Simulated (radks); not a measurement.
Charge is removed step by step from the 4s down level of Ru+, starting from [Ar] 3d10 4s(up 1, down 1) 4p6 4d7. All-electron calculation, scalar-relativistic Kohn-Sham, PBEsol, spin-polarised, spherical densities, finite nucleus; open shells are filled with parallel spins first (spin-orbit coupling, left out, can overturn this in heavy ions); Fermi nuclear charge, rms radius 4.4809 fm. Program: a radial shooting solver on a logarithmic mesh with Libxc functionals.

[
 {"removed (e)": "0", "E - E(0) (eV)": "0.000", "eigenvalue (eV)": "-82.615", "E minus straight line (eV)": "0.000"},
 {"removed (e)": "0.1", "E - E(0) (eV)": "8.323", "eigenvalue (eV)": "-83.899", "E minus straight line (eV)": "-0.613"},
 {"removed (e)": "0.2", "E - E(0) (eV)": "16.775", "eigenvalue (eV)": "-85.211", "E minus straight line (eV)": "-1.096"},
 {"removed (e)": "0.3", "E - E(0) (eV)": "25.360", "eigenvalue (eV)": "-86.548", "E minus straight line (eV)": "-1.447"},
 {"removed (e)": "0.4", "E - E(0) (eV)": "34.080", "eigenvalue (eV)": "-87.909", "E minus straight line (eV)": "-1.662"},
 {"removed (e)": "0.5", "E - E(0) (eV)": "42.938", "eigenvalue (eV)": "-89.293", "E minus straight line (eV)": "-1.741"},
 {"removed (e)": "0.6", "E - E(0) (eV)": "51.934", "eigenvalue (eV)": "-90.699", "E minus straight line (eV)": "-1.680"},
 {"removed (e)": "0.7", "E - E(0) (eV)": "61.073", "eigenvalue (eV)": "-92.126", "E minus straight line (eV)": "-1.477"},
 {"removed (e)": "0.8", "E - E(0) (eV)": "70.354", "eigenvalue (eV)": "-93.572", "E minus straight line (eV)": "-1.131"},
 {"removed (e)": "0.9", "E - E(0) (eV)": "79.782", "eigenvalue (eV)": "-95.036", "E minus straight line (eV)": "-0.639"},
 {"removed (e)": "1", "E - E(0) (eV)": "89.357", "eigenvalue (eV)": "-96.519", "E minus straight line (eV)": "0.000"}
]

Removing the whole electron costs 89.357 eV by Delta-SCF, against 82.615 eV from minus the eigenvalue at the starting occupation. Slater's transition state (half an electron removed) gives 89.293 eV. Integrating minus the eigenvalue over the occupation (Janak's theorem) gives 89.384 eV. In this scalar-relativistic scheme the density is built from large components alone, so the theorem holds only approximately. The mean slope of the eigenvalue, de/dn, is 13.9 eV per electron.
